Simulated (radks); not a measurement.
Spherical jellium clusters: N electrons in a uniform positive sphere of charge N and radius rs N^(1/3), rs = 2.31 bohr. Method: non-relativistic Kohn-Sham, LDA (Slater exchange, Perdew-Wang correlation), spin-polarised, spherical densities; computed with a radial shooting solver with Libxc functionals. Levels are named by radial order and angular momentum (1s, 1p, 1d, 2s, ...), and open shells are averaged over m.

N = 42, configuration 1s2 1p6 1d10 2s2 1f14 2p6 1g(up 2, down 0). This is the lowest configuration that the search found. Occupied and some empty levels:

| level | occupation | eigenvalue (eV) | <r> (bohr) |
|---|---|---|---|
| 1s up | 1 | -11.145 | 4.800 |
| 1s down | 1 | -11.078 | 4.748 |
| 1p up | 3 | -9.6178 | 5.654 |
| 1p down | 3 | -9.5164 | 5.621 |
| 1d up | 5 | -7.6699 | 6.272 |
| 1d down | 5 | -7.5456 | 6.254 |
| 2s up | 1 | -6.6545 | 5.184 |
| 2s down | 1 | -6.5808 | 5.206 |
| 1f up | 7 | -5.3969 | 6.813 |
| 1f down | 7 | -5.2595 | 6.807 |
| 2p up | 3 | -4.1447 | 6.263 |
| 2p down | 3 | -4.0698 | 6.278 |
| 1g up | 2 | -2.8883 | 7.377 |
| 1g down | 0 | -2.7475 | 7.387 |
| 2d up | 0 | -1.8166 | 7.864 |
| 2d down | 0 | -1.7449 | 7.906 |
| 3s up | 0 | -1.6638 | 8.338 |
| 3s down | 0 | -1.6081 | 8.405 |
| 1h up | 0 | -0.26935 | 8.182 |
| 1h down | 0 | -0.13882 | 8.239 |

Energy (eV): total -36.9659, kinetic 197.90, external -7001.0, Hartree 3423.5, exchange-correlation -244.14, background 3586.8.
